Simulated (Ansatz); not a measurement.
Geometry optimisation, Ansatz, RKS B3LYP/6-31G*.

input.yaml

```yaml
crystal:
  periodic: [false, false, false]
  atoms:
    - { symbol: Al, position_ang: [0.0, 0.0, 0.0] }
    - { symbol: "N", position_ang: [0.0, 0.0, 2.27] }
    - { symbol: H, position_ang: [-0.877, -0.2713, 2.8] }
    - { symbol: H, position_ang: [0.877, 0.2713, 2.8] }
    - { symbol: H, position_ang: [1.351, 0.0, -0.78] }
    - { symbol: O, position_ang: [-1.5415, 0.0, -0.89] }
    - { symbol: H, position_ang: [-2.0512, -0.8467, -0.6815] }
    - { symbol: O, position_ang: [-0.2602, 1.9567, 0.6559] }
    - { symbol: H, position_ang: [-1.1988, 2.262, 0.4419] }
    - { symbol: H, position_ang: [-0.1672, 1.2578, 1.8121] }
basis:
  gaussian: { orbitals: "6-31G*" }
hamiltonian:
  xc: b3lyp
relax:
  f_tol: 0.15
  max_steps: 25
  restrain:
    - { distance: [0, 7], at: 2.98, k: 30.0 }
    - { distance: [9, 1], at: 2.26, k: 30.0 }
    - { distance: [0, 1], at: 1.92, k: 30.0 }
    - { distance: [9, 7], at: 1.01, k: 30.0 }
```

Run as:

```bash
$ ansatz run input.yaml --threads 1 --pin off --max-ram 2048MiB --backend cpu --events-out ev --progress --plain --runs-dir out
```

Task: Where does it end, and by what steps?

Result: The forces met the threshold. The restraints hold the end off the free minimum. After 10 steps the energy has fallen by 0.916 eV (the restraints' own energy left out); H10 moved furthest, 0.83 Å. Parted: Al1–O8 (2.08 → 2.97 Å). Joined: O8–H10 (1.35 → 0.99 Å).

```json
{"step": "0", "energy less start (eV)": "0.0000", "largest force component (eV/Å)": "3.421", "accepted": "yes"}
{"step": "1", "energy less start (eV)": "0.3512", "largest force component (eV/Å)": "2.870", "accepted": "yes"}
{"step": "2", "energy less start (eV)": "0.2219", "largest force component (eV/Å)": "2.501", "accepted": "yes"}
{"step": "3", "energy less start (eV)": "-0.1918", "largest force component (eV/Å)": "2.075", "accepted": "yes"}
{"step": "4", "energy less start (eV)": "-0.6384", "largest force component (eV/Å)": "1.132", "accepted": "yes"}
{"step": "5", "energy less start (eV)": "-0.7041", "largest force component (eV/Å)": "2.018", "accepted": "yes"}
{"step": "6", "energy less start (eV)": "-0.8758", "largest force component (eV/Å)": "1.382", "accepted": "yes"}
{"step": "7", "energy less start (eV)": "-0.9084", "largest force component (eV/Å)": "1.396", "accepted": "yes"}
{"step": "8", "energy less start (eV)": "-0.8111", "largest force component (eV/Å)": "2.251", "accepted": "no"}
{"step": "9", "energy less start (eV)": "-0.9124", "largest force component (eV/Å)": "1.315", "accepted": "yes"}
{"step": "10", "energy less start (eV)": "-0.9165", "largest force component (eV/Å)": "1.221", "accepted": "yes"}
```

```xyz
10
Properties=species:S:1:pos:R:3
Al 0.083 -0.258 0.130
N -0.048 -0.155 2.004
H -0.823 -0.557 2.521
H 0.803 -0.269 2.547
H 1.485 -0.133 -0.573
O -1.302 -0.639 -0.808
H -2.141 -0.862 -0.387
O -0.339 2.612 0.755
H -1.277 2.849 0.676
H -0.310 2.042 1.565
```

Run time: 39 s on 1 thread of Arm Neoverse V1 (shared host), peak memory 0.14 GiB.
